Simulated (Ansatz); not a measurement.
A search over several starts for the lowest SCF solution of Ga2Sb⁺ at the given spin, in a small basis.

```yaml
crystal:
  periodic: [false, false, false]
  atoms:
    - {symbol: Ga, position_ang: [0.684558, 2.475596, 0.102106]}
    - {symbol: Ga, position_ang: [-1.575125, -2.018693, 0.226901]}
    - {symbol: Sb, position_ang: [0.890567, -0.456904, -0.329008]}
basis:
  gaussian: {orbitals: def2-SVP, initial_orbitals: start.molden}
total_charge: 1
hamiltonian: {xc: pbe0, dispersion: d4}
output: {orbitals: {seedname: orbitals}}
```

The file start.molden holds the orbitals of an earlier run on this structure, at another level or in another basis.

```sh
$ ansatz run in.yaml --threads 4 --pin off --events-out ev --progress --plain --max-ram 3916MiB
```

Output, abridged:

```
Functional definition: PBE0
  name "PBE0"
  cite "Adamo & Barone, J. Chem. Phys. 110, 6158 (1999) doi:10.1063/1.478522"
  cite "Perdew, Burke & Ernzerhof, Phys. Rev. Lett. 77, 3865 (1996) doi:10.1103/PhysRevLett.77.3865"
  parent pbe
  parameter a = 0.25
  parameter kappa = 0.804
  parameter beta = 0.06672455060314922
  exchange = (1 - a)*pbe_x(kappa = kappa, mu = beta*pi^2/3) + a*exact_x
  correlation = pbe_c(beta = beta)
972 factors; integrals over basis functions are off by at most 2.5e-4 eV
mean field evaluation 1: about -111259.0554 eV, gradient 2.4e1 eV
mean field evaluation 2: about -111259.1657 eV, gradient 2.5e-1 eV
mean field evaluation 4: about -111259.1697 eV, gradient 1.3e-3 eV
mean field evaluation 8: about -111259.1697 eV, gradient 3.1e-5 eV
mean field evaluation 16: about -111259.1662 eV, gradient 9.8e-2 eV
mean field evaluation 32: about -111259.1697 eV, gradient 5.4e-5 eV
mean field evaluation 64: about -111258.8718 eV, gradient 6.0e-1 eV
mean field -111259.16966791 eV, -4088.6990711217 hartree, gradient 4.7e-6 eV, S^2 0.000000; 9 other end points of the search recorded, 0 dependent functions left out
reference -111259.16969578 eV, -4088.6990721459 hartree; 42, 42 occupied and 48, 48 virtual orbitals, 972 factors
Total energy: -111259.28125614 eV, -4088.7031719138 hartree
```

Run time 4.6 s (4 threads of Arm Neoverse V2 on a shared host).

In the def2 sets Sb takes a core potential; there is no spin–orbit coupling. The restricted singlet is unstable towards broken spin symmetry at other levels; at PBE0-D4/def2-SVP this wasn't settled. At PBE0-D4/def2-TZVP a triplet of charge 1 lies 0.99 eV below the restricted singlet, each at its own geometry. The structure comes from a short search, and lower isomers may exist.
